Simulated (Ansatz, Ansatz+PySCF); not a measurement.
```yaml
atoms:
  - { symbol: O, position_ang: [0.0000, 0.0000, -0.0998] }
  - { symbol: H, position_ang: [0.0000, 0.0000, 0.7985] }
```

Basis set: def2-SVP (spherical functions). Correlated methods keep 1 orbital frozen. Correlation on ROHF uses semicanonical orbitals with singles. Charge 0, multiplicity 2.

Computed with Ansatz (development build ahead of 0.2.0); each method stands on the lowest determinant of its kind that the runs found.

Question: Give the atomization energy at this shape (free ground-state atoms in the same class of orbitals less the molecule, no zero-point energy) of doublet OH by UHF-CCSD(T), ROHF-MP2, UHF, ROHF.

Answer:

| method | atomization energy |
| --- | --- |
| UHF-CCSD(T) | 385.3 kJ/mol |
| ROHF-MP2 | 386.0 kJ/mol |
| UHF | 267.6 kJ/mol |
| ROHF | 270.8 kJ/mol |

Caution: the shape is not the minimum.
